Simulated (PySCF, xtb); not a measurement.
BHF2, SMILES FBF.

The structure is a stationary point at B3LYP-D3(BJ)/def2-TZVP.

Computed with IEF-PCM-PBE0/def2-SVP run with PySCF 2.14.0.

The values are the electrostatic part of the solvation free energy, E(continuum) − E(gas) at the gas-phase geometry, in a cavity of scaled van der Waals radii (PySCF's table); cavitation and dispersion terms are not included. In vacuum the orbital gap is 10.65 eV. The dipole moment in vacuum is 0.83 D.

Computed values in water (ε = 78.36), 1-octanol (ε = 9.86), dimethylsulfoxide (ε = 46.83):
| solvent | ε | ΔG(elec) (kcal/mol) | dipole (D) | gap (eV) |
|---|---|---|---|---|
| water | 78.36 | -1.2 | 0.95 | 10.69 |
| 1-octanol | 9.86 | -1.0 | 0.94 | 10.68 |
| dimethylsulfoxide | 46.83 | -1.1 | 0.95 | 10.69 |

For comparison, GFN2-xTB/ALPB(water) (xtb, at the GFN2-xTB geometry, all terms of that model) gives -0.4 kcal/mol.
